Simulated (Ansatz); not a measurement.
Geometry optimisation, Ansatz 0.2.0, UKS PBE0/6-31G.

Input file:

```yaml
crystal:
  periodic: [false, false, false]
  atoms:
    - { symbol: Si, position_ang: [-1.00375, 0.139159, -0.737243] }
    - { symbol: C, position_ang: [0.17784, -1.32059, -0.929581] }
    - { symbol: H, position_ang: [-2.398695, -0.404124, -0.963902] }
    - { symbol: H, position_ang: [-0.758222, 1.170167, -1.797514] }
    - { symbol: C, position_ang: [-0.992268, 0.910919, 1.013648] }
    - { symbol: H, position_ang: [2.160352, 1.112528, 0.133188] }
    - { symbol: F, position_ang: [1.697831, 1.4077, -0.609685] }
    - { symbol: H, position_ang: [1.071668, -0.871077, 1.219401] }
    - { symbol: F, position_ang: [1.828235, -0.476187, 1.573635] }
    - { symbol: H, position_ang: [1.222912, -1.000899, -0.917024] }
    - { symbol: H, position_ang: [0.008891, -2.100281, -0.173702] }
    - { symbol: H, position_ang: [0.00207, -1.796562, -1.900089] }
    - { symbol: H, position_ang: [-1.744014, 1.705436, 1.058634] }
    - { symbol: H, position_ang: [-0.02277, 1.353314, 1.250203] }
    - { symbol: H, position_ang: [-1.250181, 0.170495, 1.779932] }
magnetization:
  spin_polarized: true
basis:
  gaussian: { orbitals: "6-31G" }
hamiltonian:
  xc: pbe0
relax:
  f_tol: 0.03
  max_steps: 50
```

Run as:

```bash
$ ansatz run input.yaml --threads 2 --pin off --max-ram 3072MiB --backend cpu --events-out ev --progress --plain --runs-dir out
```

Task: Where does it end, and by what steps?

Result: The forces met the threshold. The force dipped under the threshold on the way, but the program's further checks kept it going. Limits of this set-up: no polarisation functions. After 11 steps the energy has fallen by 0.234 eV; F7 moved furthest, 0.60 Å.

| step | energy less start (eV) | largest force component (eV/Å) | accepted |
| --- | --- | --- | --- |
| 0 | 0.0000 | 1.251 | yes |
| 1 | -0.1484 | 1.211 | yes |
| 2 | -0.1998 | 0.595 | yes |
| 3 | -0.2151 | 0.323 | yes |
| 4 | -0.2215 | 0.129 | yes |
| 5 | -0.2007 | 0.438 | no |
| 6 | -0.2263 | 0.045 | yes |
| 7 | -0.2299 | 0.027 | yes |
| 8 | -0.2302 | 0.264 | yes |
| 9 | -0.2333 | 0.032 | yes |
| 10 | -0.2337 | 0.014 | yes |
| 11 | -0.2340 | 0.015 | yes |

```xyz
15
Properties=species:S:1:pos:R:3
Si -1.198 0.064 -0.727
C 0.182 -1.246 -0.982
H -2.529 -0.649 -0.735
H -1.167 1.004 -1.900
C -0.988 1.042 0.898
H 2.126 0.797 0.603
F 2.103 1.374 -0.163
H 1.207 -1.067 0.998
F 1.763 -0.516 1.541
H 1.160 -0.753 -1.013
H 0.144 -2.046 -0.226
H 0.041 -1.744 -1.946
H -1.820 1.742 1.020
H -0.056 1.613 0.858
H -0.967 0.386 1.774
```

Whether the end is a true minimum wasn't checked by a vibrational analysis.

Time of the run: 34 s on 2 threads of Arm Neoverse V2, with other jobs on the host, peak memory 0.23 GiB.
